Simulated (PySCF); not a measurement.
SiF4: from structure and modes to constants

These are results of PBE0/[Si def2-TZVP, F def2-TZVP], no relativity, density fitting, PySCF, not measurements.

The singlet minimum has Td symmetry. Masses (u): Si 27.97693, F 18.99840.

```xyz
5
charge 0 multiplicity 1, angstrom
Si    0.0000    0.0000    0.0000
F    -0.9017   -0.9017    0.9017
F     0.9017   -0.9017   -0.9017
F    -0.9017    0.9017   -0.9017
F     0.9017    0.9017    0.9017
```

Harmonic wavenumbers (cm⁻¹): 261.6 (e, ×2), 385.6 (t2, ×3), 796.1 (a1, ×1), 1036.1 (t2, ×3).

Q: Find the principal moments of inertia and the rotational constants. What kind of rotor is it?

A: About the centre of mass I = 123.58, 123.58, 123.58 u Å². With B = 16.8576/I this gives 0.1364, 0.1364, 0.1364 cm⁻¹. The molecule is a spherical top.

Q: What is the harmonic zero-point energy?

A: Half the sum of all 9 wavenumbers, 5584/2 = 2792 cm⁻¹, which is 33.4 kJ/mol (1 cm⁻¹ = 0.0119627 kJ/mol).
